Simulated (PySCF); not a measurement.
H$_{3}$Si, doublet, geometry from GFN2-xTB; PySCF with DF-PBE0/aug-cc-pVTZ.

The PySCF input:
```python
from pyscf import gto, scf, dft
import numpy

mol = gto.M(
    atom='''
Si    0.001724    0.000466    0.056068
H    -0.010252    1.411631   -0.273345
H     1.216916   -0.707481   -0.293446
H    -1.230798   -0.710680   -0.218166
''',
    basis='aug-cc-pvtz',
    charge=0,
    spin=1,
    verbose=4,
    cart=True,
)
print('smallest overlap eigenvalue', numpy.linalg.eigvalsh(mol.intor('int1e_ovlp'))[0])

mf = dft.UKS(mol)
mf.xc = 'pbe0'
mf = mf.density_fit(auxbasis='def2-universal-jkfit')
mf.kernel()
```

It wrote (shortened):

```
PySCF version 2.14.0

[INPUT] verbose = 4
[INPUT] num. atoms = 4
[INPUT] num. electrons = 17
[INPUT] charge = 0
[INPUT] spin (= nelec alpha-beta = 2S) = 1
[INPUT] symmetry False subgroup None
[INPUT] Mole.unit = angstrom
[INPUT] Cartesian GTO integrals (6d 10f)
[INPUT] Symbol           X                Y                Z      unit          X                Y                Z       unit  Magmom
[INPUT]  1 Si     0.001724000000   0.000466000000   0.056068000000 AA    0.003257887839   0.000880612374   0.105953164352 Bohr   0.0
[INPUT]  2 H     -0.010252000000   1.411631000000  -0.273345000000 AA   -0.019373472229   2.667595978946  -0.516547187519 Bohr   0.0
[INPUT]  3 H      1.216916000000  -0.707481000000  -0.293446000000 AA    2.299637956601  -1.336945328333  -0.554532572349 Bohr   0.0
[INPUT]  4 H     -1.230798000000  -0.710680000000  -0.218166000000 AA   -2.325871134662  -1.342990562206  -0.412273989692 Bohr   0.0

nuclear repulsion = 15.9851282616674
number of shells = 40
number of NR pGTOs = 165
number of NR cGTOs = 134
basis = aug-cc-pvtz
ecp = {}
smallest overlap eigenvalue 3.720331528907609e-05

******** <class 'pyscf.df.df_jk.DFUKS'> ********
method = DFUKS
initial guess = minao
damping factor = 0
level_shift factor = 0
DIIS = <class 'pyscf.scf.diis.CDIIS'>
diis_start_cycle = 1
diis_space = 8
diis_damp = 0
SCF conv_tol = 1e-09
SCF conv_tol_grad = None
SCF max_cycles = 50
direct_scf = False
number electrons alpha = 9  beta = 8
XC library pyscf.dft.libxc version 7.1.2
    S. Lehtola, C. Steigemann, M. J. T. Oliveira, and M. A. L. Marques,  SoftwareX 7, 1–5 (2018)
XC functionals = pbe0
    C. Adamo and V. Barone,  J. Chem. Phys. 110, 6158 (1999)
    M. Ernzerhof and G. E. Scuseria,  J. Chem. Phys. 110, 5029 (1999)
radial grids:
    Treutler-Ahlrichs [JCP 102, 346 (1995); DOI:10.1063/1.469408] (M4) radial grids

becke partition: Becke, JCP 88, 2547 (1988); DOI:10.1063/1.454033
pruning grids: <function nwchem_prune>
grids dens level: 3
symmetrized grids: False
atomic radii adjust function: <function treutler_atomic_radii_adjust>
small_rho_cutoff = 0
Set gradient conv threshold to 3.16228e-05
tot grids = 48608
******** <class 'pyscf.df.df.DF'> ********
auxbasis = def2-universal-jkfit
init E= -290.924073523246

cycle= 1 E= -291.105742202566  delta_E= -0.182  |g|= 0.0763  |ddm|= 0.988
cycle= 2 E= -291.10953300371  delta_E= -0.00379  |g|= 0.0309  |ddm|= 0.16
cycle= 3 E= -291.109955962538  delta_E= -0.000423  |g|= 0.00777  |ddm|= 0.0376
cycle= 4 E= -291.110009230085  delta_E= -5.33e-05  |g|= 0.00129  |ddm|= 0.0187
cycle= 5 E= -291.110011764486  delta_E= -2.53e-06  |g|= 0.000343  |ddm|= 0.00345
cycle= 6 E= -291.110011976651  delta_E= -2.12e-07  |g|= 8.4e-05  |ddm|= 0.00116
cycle= 7 E= -291.110011988204  delta_E= -1.16e-08  |g|= 2.05e-05  |ddm|= 0.000222
cycle= 8 E= -291.110011988789  delta_E= -5.85e-10  |g|= 6.58e-06  |ddm|= 4.66e-05
Extra cycle  E= -291.110011988832  delta_E= -4.27e-11  |g|= 2.94e-06  |ddm|= 1.32e-05
converged SCF energy = -291.110011988832  <S^2> = 0.75401513  2S+1 = 2.0040111
```
